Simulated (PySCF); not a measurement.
PySCF job for Sn(NH2)2 (H₄N₂Sn), SMILES [NH2][Sn][NH2] (connectivity only; charge and spin as stated), neutral, multiplicity 1, TDDFT-CAM-B3LYP/def2-SVPD. The structure is a stationary point at B3LYP-D3(BJ)/def2-SVP. The def2 effective core potentials stand for the cores of Sn; spin–orbit coupling is left out. One conformer was computed; it need not be the lowest.

```python
import numpy as np
from pyscf import gto, scf, dft, tdscf

mol = gto.M(
    atom='''
    Sn    0.00000000   -0.00000000   -0.39307654
    N    -0.00000000    1.49748210    1.00683140
    H     0.00000000    2.48375099    0.76231836
    H     0.00000000    1.37446403    2.01677522
    N    -0.00000000   -1.49748210    1.00683141
    H     0.00000000   -1.37446401    2.01677523
    H     0.00000000   -2.48375097    0.76231838
    ''',
    basis='def2-SVPD',
    ecp={'Sn': 'def2-svp'},
    charge=0,
    spin=0,
    symmetry=True,
    max_memory=1600,
    verbose=4,
)
mf = dft.RKS(mol, xc='cam-b3lyp').density_fit(auxbasis='def2-universal-jkfit')
mf.grids.level = 3
mf.conv_tol = 1e-9
mf.max_cycle = 100
mf.kernel()
mf.grids = dft.Grids(mol).set(level=1).build(with_non0tab=True)  # coarser grid for the response kernel
td = tdscf.TDDFT(mf)
td.singlet = True
td.nstates = 10
td.conv_tol = 1e-4
td.kernel(x0=td.get_init_guess(mf, 15))
td.analyze()
tt = tdscf.TDA(mf)
tt.singlet = False
tt.nstates = 4
tt.conv_tol = 1e-4
tt.kernel(x0=tt.get_init_guess(mf, 9))
tt.analyze(verbose=3)
```

It prints:

```
PySCF version 2.14.0

[INPUT] verbose = 4
[INPUT] num. atoms = 7
[INPUT] num. electrons = 40
[INPUT] charge = 0
[INPUT] spin (= nelec alpha-beta = 2S) = 0
[INPUT] symmetry True subgroup None
[INPUT] Mole.unit = angstrom
[INPUT] Symbol           X                Y                Z      unit          X                Y                Z       unit  Magmom
[INPUT]  1 Sn     0.000000000000   0.000000000000  -0.393076540000 AA    0.000000000000   0.000000000000  -0.742807006592 Bohr   0.0
[INPUT]  2 N      0.000000000000   1.497482100000   1.006831400000 AA    0.000000000000   2.829831045439   1.902635599612 Bohr   0.0
[INPUT]  3 H      0.000000000000   2.483750990000   0.762318360000 AA    0.000000000000   4.693609132717   1.440572920128 Bohr   0.0
[INPUT]  4 H      0.000000000000   1.374464030000   2.016775220000 AA    0.000000000000   2.597360584766   3.811152820609 Bohr   0.0
[INPUT]  5 N      0.000000000000  -1.497482100000   1.006831410000 AA    0.000000000000  -2.829831045439   1.902635618510 Bohr   0.0
[INPUT]  6 H      0.000000000000  -1.374464010000   2.016775230000 AA    0.000000000000  -2.597360546971   3.811152839507 Bohr   0.0
[INPUT]  7 H      0.000000000000  -2.483750970000   0.762318380000 AA    0.000000000000  -4.693609094923   1.440572957922 Bohr   0.0

nuclear repulsion = 125.114289710959
point group symmetry = C2v
symmetry origin: [ 0.00000000e+00  1.11160359e-09 -3.89061252e-09]
symmetry axis x: [-1. -0. -0.]
symmetry axis y: [ 0.00000000e+00  1.00000000e+00 -6.91333545e-09]
symmetry axis z: [0.00000000e+00 6.91333545e-09 1.00000000e+00]
num. orbitals of irrep A1 = 41
num. orbitals of irrep A2 = 13
num. orbitals of irrep B1 = 17
num. orbitals of irrep B2 = 33
number of shells = 44
number of NR pGTOs = 167
number of NR cGTOs = 104
basis = def2-SVPD
ecp = {'Sn': 'def2-svp'}


******** <class 'pyscf.df.df_jk.DFSymAdaptedRKS'> ********
method = DFSymAdaptedRKS
initial guess = minao
damping factor = 0
level_shift factor = 0
DIIS = <class 'pyscf.scf.diis.CDIIS'>
diis_start_cycle = 1
diis_space = 8
diis_damp = 0
SCF conv_tol = 1e-09
SCF conv_tol_grad = None
SCF max_cycles = 100
direct_scf = False
XC library pyscf.dft.libxc version 7.1.2
    S. Lehtola, C. Steigemann, M. J. T. Oliveira, and M. A. L. Marques,  SoftwareX 7, 1–5 (2018)
XC functionals = cam-b3lyp
    T. Yanai, D. P. Tew, and N. C. Handy,  Chem. Phys. Lett. 393, 51 (2004)
radial grids:
    Treutler-Ahlrichs [JCP 102, 346 (1995); DOI:10.1063/1.469408] (M4) radial grids

becke partition: Becke, JCP 88, 2547 (1988); DOI:10.1063/1.454033
pruning grids: <function nwchem_prune>
grids dens level: 3
symmetrized grids: True
atomic radii adjust function: <function treutler_atomic_radii_adjust>
small_rho_cutoff = 0
Freeze 0 electrons in irreps []
    40 free electrons in irreps A1 A2 B1 B2
Set gradient conv threshold to 3.16228e-05
Initial guess from minao.
tot grids = 89000
******** <class 'pyscf.df.df.DF'> ********
auxbasis = def2-universal-jkfit
Create RSH-DF object <pyscf.df.df.DF object> for omega=0.33
******** <class 'pyscf.df.df.DF'> ********
auxbasis = auxmol.basis = def2-universal-jkfit
init E= -302.741468725212
HOMO (A2) = -0.670088587805186  LUMO (B1) = -0.610610364070152  gap/eV = 1.61848
cycle= 1 E= -324.707338005985  delta_E=  -22  |g|= 2.44  |ddm|= 12.1
HOMO (A1) = -0.0268854082060574  LUMO (B2) = 0.023476133994393  gap/eV = 1.37041
cycle= 2 E= -324.342393135384  delta_E= 0.365  |g|= 2.52  |ddm|= 14.9
HOMO (A2) = -0.258678487197931  LUMO (B1) = -0.0442549363468765  gap/eV = 5.83476
cycle= 3 E= -326.050869169063  delta_E= -1.71  |g|= 0.363  |ddm|=   13
HOMO (A1) = -0.298094401940903  LUMO (B1) = -0.0203267461007197  gap/eV = 7.55844
cycle= 4 E= -326.075514587633  delta_E= -0.0246  |g|= 0.315  |ddm|= 0.878
HOMO (A2) = -0.292830086418848  LUMO (B1) = -0.00578233033078623  gap/eV = 7.81097
cycle= 5 E= -326.09730644713  delta_E= -0.0218  |g|= 0.0398  |ddm|=  0.3
HOMO (A2) = -0.295284692551216  LUMO (B1) = -0.013065476706283  gap/eV = 7.67958
cycle= 6 E= -326.097831735379  delta_E= -0.000525  |g|= 0.0082  |ddm|= 0.077
HOMO (A2) = -0.295036053982043  LUMO (B1) = -0.0138821249078718  gap/eV = 7.65059
cycle= 7 E= -326.097877170889  delta_E= -4.54e-05  |g|= 0.00202  |ddm|= 0.0313
HOMO (A2) = -0.295033288131008  LUMO (B1) = -0.0137594649765296  gap/eV = 7.65385
cycle= 8 E= -326.097881309473  delta_E= -4.14e-06  |g|= 0.000616  |ddm|= 0.00799
HOMO (A2) = -0.294974933343418  LUMO (B1) = -0.0137623297580234  gap/eV = 7.65218
cycle= 9 E= -326.097881572963  delta_E= -2.63e-07  |g|= 8.23e-05  |ddm|= 0.0024
HOMO (A2) = -0.29497397376026  LUMO (B1) = -0.0137640039609099  gap/eV = 7.65211
cycle= 10 E= -326.097881577837  delta_E= -4.87e-09  |g|= 2.18e-05  |ddm|= 0.000429
HOMO (A2) = -0.294978509787607  LUMO (B1) = -0.013766412437163  gap/eV = 7.65217
cycle= 11 E= -326.097881578203  delta_E= -3.66e-10  |g|= 2.43e-06  |ddm|= 0.000105
HOMO (A2) = -0.294978458354374  LUMO (B1) = -0.0137664757305567  gap/eV = 7.65217
Extra cycle  E= -326.097881578209  delta_E= -6.14e-12  |g|= 1.04e-06  |ddm|= 1.57e-05
converged SCF energy = -326.097881578209
tot grids = 28160


******** <class 'pyscf.tdscf.rks.TDDFT'> for <class 'pyscf.df.df_jk.DFSymAdaptedRKS'> ********
nstates = 10 singlet
deg_eia_thresh = 1.000e-03
wfnsym = None
conv_tol = 0.0001
eigh lindep = 1e-12
eigh level_shift = 0
eigh max_cycle = 100


Excitation energies (eV)
[4.76256813 4.82749439 5.69385313 5.71241432 5.96454375 6.52302466
 6.72642122 6.95662673 7.07373803 7.07563271]

** Singlet excitation energies and oscillator strengths **
Excited State   1:   B2      4.76257 eV    260.33 nm  f=0.0416
      19 -> 22       -0.12055
      20 -> 21        0.69181
Excited State   2:   B1      4.82749 eV    256.83 nm  f=0.0923
      19 -> 21        0.70146
Excited State   3:   A1      5.69385 eV    217.75 nm  f=0.0450
      18 -> 21        0.68651
Excited State   4:   B1      5.71241 eV    217.04 nm  f=0.0408
      18 -> 23       -0.12967
      20 -> 22       -0.68249
Excited State   5:   A2      5.96454 eV    207.87 nm  f=0.0000
      18 -> 22       -0.25810
      18 -> 27       -0.10118
      20 -> 23       -0.59838
      20 -> 24       -0.23745
Excited State   6:   B2      6.52302 eV    190.07 nm  f=0.4482
      19 -> 22        0.68999
      20 -> 21        0.11601
Excited State   7:   A2      6.72642 eV    184.32 nm  f=0.0000
      18 -> 22       -0.62610
      20 -> 23        0.19302
      20 -> 24        0.18070
      20 -> 26        0.12787
Excited State   8:   A1      6.95663 eV    178.22 nm  f=0.0047
      19 -> 23       -0.69613
Excited State   9:   B1      7.07374 eV    175.27 nm  f=0.1010
      18 -> 23        0.58418
      18 -> 24        0.22938
      20 -> 22       -0.13439
      20 -> 27        0.25756
Excited State  10:   A2      7.07563 eV    175.23 nm  f=0.0000
      17 -> 21       -0.11781
      20 -> 23       -0.27169
      20 -> 24        0.60263
      20 -> 25        0.11509

** Transition electric dipole moments (AU) **
state          X           Y           Z        Dip. S.      Osc.
  1        -0.0000      0.5967     -0.0000      0.3561      0.0416
  2         0.8833      0.0000      0.0000      0.7803      0.0923
  3        -0.0000      0.0000      0.5680      0.3226      0.0450
  4         0.5399     -0.0000      0.0000      0.2915      0.0408
  5         0.0000      0.0000      0.0000      0.0000      0.0000
  6         0.0000      1.6746      0.0000      2.8044      0.4482
  7        -0.0000     -0.0000      0.0000      0.0000      0.0000
  8        -0.0000      0.0000     -0.1666      0.0278      0.0047
  9        -0.7633     -0.0000     -0.0000      0.5826      0.1010
 10        -0.0000     -0.0000      0.0000      0.0000      0.0000

WARN: ECP detected. Skipping calculation of transition velocity and magnetic dipole moments, which have not yet been implemented.



******** <class 'pyscf.tdscf.rks.TDA'> for <class 'pyscf.df.df_jk.DFSymAdaptedRKS'> ********
nstates = 4 triplet
deg_eia_thresh = 1.000e-03
wfnsym = None
conv_tol = 0.0001
eigh lindep = 1e-12
eigh level_shift = 0
eigh max_cycle = 100


Excitation energies (eV)
[3.47510417 3.76948223 4.55560442 5.12192667]

** Triplet excitation energies and oscillator strengths **
Excited State   1:   B1      3.47510 eV    356.78 nm  f=0.0000
Excited State   2:   B2      3.76948 eV    328.92 nm  f=0.0000
Excited State   3:   A1      4.55560 eV    272.16 nm  f=0.0000
Excited State   4:   B2      5.12193 eV    242.07 nm  f=0.0000
```

Self-consistency was reached.

Cost: roughly 70 core-seconds.
